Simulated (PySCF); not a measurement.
[BiF3]2+ relaxed at several levels

Computed with PySCF 2.14.0, def2-SVP on the ligands, density fitting, scalar-relativistic core potentials, no spin-orbit coupling, vacuum. Each row is relaxed at its own level from the same template. Distances are means of the shortest metal–ligand contacts, charges and spins Mulliken's; removal energies are rigid, with the ligand's formal charge and no counterpoise, so too large; for an anion taken off a cation in vacuum most of it is the attraction of opposite charges, and multiply charged cations can part far more cheaply with an electron moved from ligand to metal.

| level | basis on the metal | point group | M–F (Å) | charge on M (e) | HOMO–LUMO gap (eV) | removal of one F (eV) | strongest infrared band, degenerate modes summed (cm⁻¹) | unstable modes (below −25 cm⁻¹) |
| --- | --- | --- | --- | --- | --- | --- | --- | --- |
| PBE | def2-SVP with ECP60 | C2v | 2.002 | 2.05 | 1.21 | 30.43 | 102 | 0 |

Task: What does the calculation give for r2SCAN, def2-SVP with ECP60?

Result: point group: C2v, M–F (Å): 1.978, charge on M (e): 2.18, HOMO–LUMO gap (eV): 1.92, removal of one F (eV): 28.16, unstable modes (below −25 cm⁻¹): not given.
```xyz
4

Bi   -0.0415   -0.0001    0.0000
F     1.9368   -0.0017    0.0000
F    -0.9459    1.7591    0.0000
F    -0.9494   -1.7574    0.0000
```

Released from the template's symmetry along a force that breaks it: PBE, r2SCAN. One start shape was tried for each, so a minimum needn't be the lowest isomer.
